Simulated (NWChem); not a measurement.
## Basis-set convergence for ClIn

```xyz
2

In     0.0000     0.0000    -0.6307
Cl     0.0000     0.0000     1.8179
```
Charge 0, spin multiplicity 1.

The numbers come from NWChem runs, not from measurements. The geometry was optimised at PBE/def2-SVP with def2 effective core potentials on In, a minimum by its harmonic frequencies.

Quantity: first vertical ionisation energy at the level G0W0@PBE.

Effective core potentials replace the inner electrons of In; spin-orbit coupling is left out. GW and range-separated runs recompute their integrals, the others keep them in memory, which bears on the times. The structure started from a generated list of species.

Relative cost: rough, from shared machines, SCF included, def2-SVP = 1.

Problem. In def2-QZVP the value is 9.31 eV. Among def2-SVP, def2-SVPD, def2-TZVP, def2-TZVPP, def2-TZVPD, which is the smallest basis within 0.1 eV of it?

Solution. No smaller set comes that close. def2-QZVP isn't the basis-set limit itself, and a small set can land close by cancellation.

```tsv
basis	functions	first vertical ionisation energy (eV)	relative cost
def2-SVP	44	8.53	1
def2-SVPD	59	8.72	under 3
def2-TZVP	87	9.10	3
def2-TZVPP	92	9.12	3
def2-TZVPD	102	9.08	5
def2-QZVP	152	9.31	20
```
